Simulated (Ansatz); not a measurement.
Consider the cleavage of the B–Si bond: `NB(O)[SiH2]Cl` + `C=N` → `C=NB(N)O` + `[SiH3]Cl`.

Computed with Ansatz on PBE0-D4/def2-TZVP structures; ΔE is electronic, products minus reactants. CBS: MP2 limit from def2 TZ/QZ plus the TZ coupled-cluster correction, frozen cores. This one scheme is used for every species. Functionals use def2-TZVPP. Each species was taken in one conformer, which may not be the lowest.

`NB(O)[SiH2]Cl`:

Z-matrix (Å, degrees):
```
Si
Cl 1 2.076
B 1 2.031 2 108.8
H 1 1.488 2 107.0 3 122.8
H 1 1.488 2 107.0 3 -122.8
O 3 1.374 1 123.7 2 180.0
N 3 1.394 1 118.1 2 -0.0
H 6 0.957 3 114.9 1 -0.0
H 7 1.005 3 122.5 1 0.0
H 7 1.007 3 122.6 1 180.0
```

`C=N`:

```xyz
5

C    -0.379    0.067   -0.067
N     0.657   -0.651   -0.110
H    -0.422    1.080    0.351
H    -1.312   -0.330   -0.470
H     1.456   -0.165    0.297
```

`C=NB(N)O`:

```xyz
10

C    -0.753   -1.636    0.714
N    -0.400   -0.997   -0.303
B    -0.058    0.407   -0.388
N     1.299    0.793   -0.344
O    -1.094    1.292   -0.562
H    -0.843   -1.196    1.719
H    -0.998   -2.702    0.642
H     2.034    0.113   -0.274
H     1.626    1.730   -0.493
H    -0.812    2.196   -0.710
```

`[SiH3]Cl`:

Cartesian coordinates in Å:
```
Si 0.071 -0.021 -0.105
Cl -1.058 0.319 1.576
H 1.499 0.158 0.243
H -0.333 0.950 -1.147
H -0.178 -1.406 -0.566
```

| species | r2SCANh energy (Eh) |
| --- | --- |
| `NB(O)[SiH2]Cl` | -907.61086 |
| `C=N` | -94.60274 |
| `C=NB(N)O` | -250.74179 |
| `[SiH3]Cl` | -751.49473 |

(1) Work out ΔE.

(2) What do rigid-rotor, harmonic-oscillator terms from PBE0-D4/def2-TZVP frequencies (298.15 K, 1 bar) make of the CCSD(T)/CBS value? (Estimate.)

Largest T1 diagnostic among the species: 0.012.

Results:

(1) ΔE = (-250.74179) + (-751.49473) − (-907.61086) − (-94.60274) = -0.02292 Eh = -60.2 kJ/mol. CCSD(T)/CBS gives -58.5 kJ/mol.

(2) The calculation gave: ΔZPE = -6.5 kJ/mol, ΔH = -66.0 kJ/mol, ΔS = -7 J/(mol·K), ΔG = -63.9 kJ/mol. Modes under 50 cm⁻¹ make the entropy rough.

From r2SCAN to r2SCAN0 (25 % exact exchange), in def2-TZVPP and without D4, ΔE moves by −3.5 kJ/mol. Leaving LDA and LC-ωPBE aside and taking each functional with its dispersion term where it has one, the values, not all of them listed here, spread over 20.3 kJ/mol, from BHLYP-D4 to PBE-D4. LDA lies −5.0 kJ/mol from PBE without D4. At CCSD(T), def2-SVP lies −7.2 kJ/mol from the extrapolated value and def2-TZVPP −0.6 kJ/mol.
